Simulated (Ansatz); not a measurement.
Geometry optimisation, RHF/def2-SVP (Ansatz 0.2.0).

Input:

```yaml
crystal:
  periodic: [false, false, false]
  atoms:
    - { symbol: Ta, position_ang: [-0.225232, -0.30658, 0.107509] }
    - { symbol: F, position_ang: [1.644377, -0.640466, 0.292964] }
    - { symbol: O, position_ang: [-0.406597, -0.513964, 1.965469] }
    - { symbol: H, position_ang: [-0.31873, -0.450768, 2.899583] }
    - { symbol: F, position_ang: [0.243096, 0.427019, -1.572247] }
    - { symbol: F, position_ang: [-1.509648, 1.070433, 0.168345] }
    - { symbol: O, position_ang: [-1.046836, -1.851746, -0.492383] }
    - { symbol: H, position_ang: [-1.505176, -2.653712, -0.290011] }
    - { symbol: Si, position_ang: [1.544038, 2.677347, 1.561775] }
    - { symbol: H, position_ang: [1.985063, 2.307134, 2.927787] }
    - { symbol: H, position_ang: [2.562019, 3.50993, 0.883195] }
    - { symbol: H, position_ang: [0.247841, 3.382807, 1.632449] }
    - { symbol: H, position_ang: [1.381184, 1.420665, 0.809464] }
basis:
  gaussian: { orbitals: def2-SVP }
hamiltonian:
  xc: hf
relax:
  f_tol: 0.03
  max_steps: 50
output:
  orbitals: {}
```

Run as:

```bash
$ ansatz run input.yaml --threads 4 --pin off --max-ram 5120MiB --backend cpu --events-out ev --progress --plain --runs-dir out
```

Task: Where does it end, and by what steps?

Result: It converged. The force dipped under the threshold on the way, but the program's further checks kept it going. After 40 steps the energy has fallen by 0.254 eV; H10 moved furthest, 1.83 Å.

```csv
step,energy less start (eV),largest force component (eV/Å),accepted
0,0.0000,0.651,yes
2,-0.1599,0.156,yes
4,-0.1697,0.166,no
6,-0.1774,0.091,yes
8,-0.1814,0.225,yes
10,-0.1851,0.284,yes
12,-0.1915,0.384,yes
14,-0.1988,0.229,yes
16,-0.2119,0.187,yes
18,-0.2176,0.182,yes
20,-0.2234,0.169,yes
22,-0.2263,0.158,yes
24,-0.2322,0.049,yes
26,-0.2344,0.106,yes
28,-0.2378,0.158,yes
30,-0.2430,0.099,yes
32,-0.2469,0.134,yes
34,-0.2515,0.081,yes
36,-0.2530,0.070,yes
38,-0.2538,0.033,yes
40,-0.2541,0.014,yes
```

```xyz
13
Properties=species:S:1:pos:R:3
Ta -0.493 -0.608 0.251
F 1.256 -1.344 0.092
O -0.487 -1.077 2.062
H 0.090 -1.460 2.706
F 0.252 0.962 -0.463
F -2.097 0.363 0.468
O -1.230 -1.862 -0.896
H -1.291 -2.653 -1.405
Si 1.717 3.213 1.606
H 2.323 4.079 2.647
H 2.732 2.901 0.577
H 0.562 3.909 1.000
H 1.260 1.956 2.250
```

Whether the end is a true minimum wasn't checked by a vibrational analysis.

Time of the run: 2.8 min on 4 threads of Intel(R) Xeon(R) Platinum 8259CL CPU @ 2.50GHz (Skylake/Cascade Lake), with other jobs on the host, peak memory 0.46 GiB.
